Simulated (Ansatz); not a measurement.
`[SiH3][SiH]1CCS1` + `N[SiH2]F` → `C1CS[SiH2]1` + `F[SiH2]N[SiH3]`  (redistribution)

Program: Ansatz. Geometries: PBE0-D4/def2-TZVP. ΔE: electronic, gas phase. CBS: MP2 limit from def2 TZ/QZ plus the TZ coupled-cluster correction, frozen cores. This one scheme is used for every species. DFT in def2-TZVPP. One conformer a species, not always the lowest.

`[SiH3][SiH]1CCS1`:

```xyz
13

Si   -1.929   -1.151   -0.380
Si   -0.529    0.357    0.736
C     1.320    0.014    0.605
C     1.509    1.003   -0.561
S    -0.012    2.057   -0.468
H    -3.256   -0.526   -0.632
H    -1.313   -1.513   -1.685
H    -2.134   -2.398    0.409
H    -1.073    0.664    2.089
H     1.830    0.370    1.502
H     1.661   -1.000    0.391
H     1.527    0.496   -1.526
H     2.399    1.628   -0.480
```

`N[SiH2]F`:

Z-matrix (Å, degrees):
```
Si
F 1 1.605
N 1 1.696 2 114.6
H 1 1.479 2 105.8 3 -119.3
H 1 1.479 2 105.8 3 119.3
H 3 1.006 1 122.0 2 77.5
H 3 1.006 1 122.0 2 -77.5
```

`C1CS[SiH2]1`:

Z-matrix (Å, degrees):
```
C
Si 1 1.879
C 1 1.542 2 93.6
H 1 1.090 2 118.4 3 -119.8
H 1 1.092 2 110.9 3 114.1
S 2 2.136 1 83.1 3 -12.1
H 2 1.489 1 115.6 3 102.2
H 2 1.487 1 118.1 3 -128.2
H 3 1.090 1 112.1 2 -102.6
H 3 1.090 1 114.1 2 133.3
```

`F[SiH2]N[SiH3]`:

Cartesian coordinates in Å:
```
F -1.100 1.449 1.797
Si -1.107 0.022 1.070
N 0.395 -0.358 0.357
Si 0.959 0.047 -1.232
H -1.413 -0.971 2.124
H -2.133 0.098 0.009
H 1.075 -0.786 0.971
H 2.086 1.016 -1.192
H -0.190 0.650 -1.951
H 1.429 -1.166 -1.953
```

Task: Is it downhill or uphill in electronic energy at CCSD(T)/CBS, and by how much? (An estimate is asked.)

Result: Ansatz gave: Downhill: ΔE = -11.7 kcal/mol.

Task: What do these levels give: PBE-D4, ωB97X-V, B2PLYP, r2SCAN, PBE0, HF/def2-TZVPP, SCS-MP2/def2-TZVPP, CCSD/def2-TZVPP, HF/def2-QZVPP, SCS-MP2/def2-QZVPP, HF/CBS(def2), CCSD/CBS(def2)? (Best estimate.)

Result: Computed: PBE-D4 -6.5, ωB97X-V -11.3, B2PLYP -12.3, r2SCAN -10.0, PBE0 -8.5, HF/def2-TZVPP -16.2, SCS-MP2/def2-TZVPP -14.0, CCSD/def2-TZVPP -12.5, HF/def2-QZVPP -16.6, SCS-MP2/def2-QZVPP -14.0, HF/CBS(def2) -16.7, CCSD/CBS(def2) -12.4 kcal/mol.

Largest T1 diagnostic among the species: 0.012.

In def2-TZVPP, CCSD(T) changes the Hartree–Fock value by +4.4 kcal/mol (the triples alone add +0.7 kcal/mol) and MP2 by +3.1 kcal/mol. From PBE to PBE0 (25 % exact exchange), in def2-TZVPP and without D4, ΔE moves by −1.7 kcal/mol.
